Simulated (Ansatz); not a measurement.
Ideal-gas functions of ClFGeH3NO (`[NH2][Ge]([OH])([F])[Cl]`) at 800 K and 1 bar, from an Ansatz frequency run at PBE0-D4/def2-TZVP.

Molar mass 160.09 g/mol, point group C1 (symmetry number 1), electronic degeneracy 1, moments of inertia 146.908, 240.25, 245.32 u Å². Harmonic wavenumbers (cm⁻¹, unscaled): 110, 158, 193, 234, 243, 258, 282, 423, 512, 715, 755, 776, 905, 948, 1574, 3580, 3679, 3890.

Use S(trans) = R[1.5 ln M + 2.5 ln T − 1.1517]; rotational temperatures θ = 24.2544 K / I; S(rot) = R[ln(√π/σ · √(T³/θAθBθC)) + 1.5]; for each mode x = 1.438777 ν̃/T, S = R[x/(eˣ − 1) − ln(1 − e⁻ˣ)] and H = RT x/(eˣ − 1); 1 cm⁻¹ = 0.0119627 kJ/mol; R = 8.31446 J/(mol·K).

Task: By hand: the entropy, in J/(mol·K).

Result: Translation 192.7. Rotation: θ = 0.1651, 0.101, 0.0989 K, giving 127.2. Vibration, mode by mode: 21.80, 18.80, 17.15, 15.57, 15.26, 14.77, 14.05, 10.79, 9.29, 6.77, 6.38, 6.19, 5.13, 4.82, 1.98, 0.10, 0.08, 0.06, in all 169.0. Electronic 0.0. Sum 488.9 J/(mol·K).

Task: By hand: H − E and G − E in kJ/mol, counted from the electronic energy.

Result: Zero-point energy ½ × 19235 × 0.0119627 = 115.1; thermal vibration 62.8; translation, rotation and pV give 4 RT = 26.6. H − E = 204.5 kJ/mol, and G − E = 204.5 − 800 × 488.9/1000 = -186.6 kJ/mol.

Vibration gives 35 % of the entropy, 21.8 J/(mol·K) of it from the mode under 150 cm⁻¹: soft modes count most, and the harmonic formula is weakest for them. The sum counts one conformer and one mirror image; others add a mixing term.
